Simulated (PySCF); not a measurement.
Computed IR spectrum (relative IR intensity) of a molecule C2H3O2, multiplicity 2. The structure is a stationary point at PBE-D3(BJ)/def2-SVP. One conformer was computed; it need not be the lowest. Method: PBE-D3(BJ)/def2-SVP (PySCF). Frequencies are harmonic and unscaled.

```json
[
 {"ν (cm⁻¹)": "54", "relative intensity": "2.4"},
 {"ν (cm⁻¹)": "267", "relative intensity": "70"},
 {"ν (cm⁻¹)": "545", "relative intensity": "52"},
 {"ν (cm⁻¹)": "596", "relative intensity": "13"},
 {"ν (cm⁻¹)": "663", "relative intensity": "75"},
 {"ν (cm⁻¹)": "848", "relative intensity": "64"},
 {"ν (cm⁻¹)": "910", "relative intensity": "35"},
 {"ν (cm⁻¹)": "1277", "relative intensity": "44"},
 {"ν (cm⁻¹)": "1356", "relative intensity": "49"},
 {"ν (cm⁻¹)": "1384", "relative intensity": "33"},
 {"ν (cm⁻¹)": "1639", "relative intensity": "100"},
 {"ν (cm⁻¹)": "3172", "relative intensity": "4.5"}
]
```

Problem. Which molecule gave these data?
(A) CC([O])=O
(B) CO[C]=O
(C) [CH2]OC=O
(D) [CH2]C(=O)O

Solution. A, CC([O])=O
